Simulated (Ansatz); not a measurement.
Program: Ansatz. Geometries: PBE0-D4/def2-TZVP. ΔE: electronic, gas phase. CCSD(T)/CBS is the MP2 limit (def2-TZVPP, def2-QZVPP) plus CCSD(T) − MP2 in def2-TZVPP, frozen cores. This one scheme is used for every species, atoms too. DFT in def2-TZVPP. B3LYP here is the variant with VWN-RPA as its local correlation; programs differ in this. Open shells (•) are unrestricted, without spin–orbit coupling. Spin–orbit coupling would lower the free atoms: a little for C, O; strongly for Sn. Elements past krypton have def2 core potentials. For Sn outer-core shells are correlated without core-valence functions, so the limit isn't a true one: a few kJ/mol of doubt a bond, and 10 to 20 or more in all where bonds break to atoms. One conformer a species, not always the lowest.

Reaction (atomization): `N[C](=O)[SnH3]` → C• + 5 H• + N• + O• + Sn•

```
             level  ΔE (kJ/mol)  difference from CCSD(T)/CBS
            PBE-D4       3062.4                         85.8
         r2SCAN-D4       2973.9                         -2.7
          B3LYP-D4       2978.4                          1.8
           ωB97X-V       2995.7                         19.1
               PBE       3045.9                         69.3
            r2SCAN       2969.9                         -6.7
             B3LYP       2951.5                        -25.1
     HF/def2-TZVPP       1946.5                      -1030.1
    MP2/def2-TZVPP       2912.9                        -63.7
SCS-MP2/def2-TZVPP       2911.1                        -65.5
   CCSD/def2-TZVPP       2822.1                       -154.5
CCSD(T)/def2-TZVPP       2884.3                        -92.3
    MP2/def2-QZVPP       2967.8                         -8.8
SCS-MP2/def2-QZVPP       2975.2                         -1.4
     MP2/CBS(def2)       3005.1                         28.5
    CCSD/CBS(def2)       2914.4                        -62.2
       CCSD(T)/CBS       2976.6                            0
```

Largest T1 diagnostic among the species: 0.016.

The D4 term adds +26.9 kJ/mol with B3LYP and +14.0 kJ/mol with PBE0; it sums over pairs of atoms, weighted by their polarisabilities, and B3LYP, whose exchange is more repulsive, gets the larger term. In def2-TZVPP, CCSD(T) changes the Hartree–Fock value by +937.8 kJ/mol (the triples alone add +62.2 kJ/mol) and MP2 by +966.3 kJ/mol; breaking electron pairs costs correlation energy, which Hartree–Fock lacks. From PBE to PBE0 (25 % exact exchange), in def2-TZVPP and without D4, ΔE moves by −93.2 kJ/mol: exact exchange takes away binding that semilocal exchange gives to molecules.

For atomizations the MP2-based limit and the directly extrapolated one differ by several kJ/mol either way, and by 10 to 25 for some Ge, Se and Sn compounds, so smaller differences from it don't rank the levels.
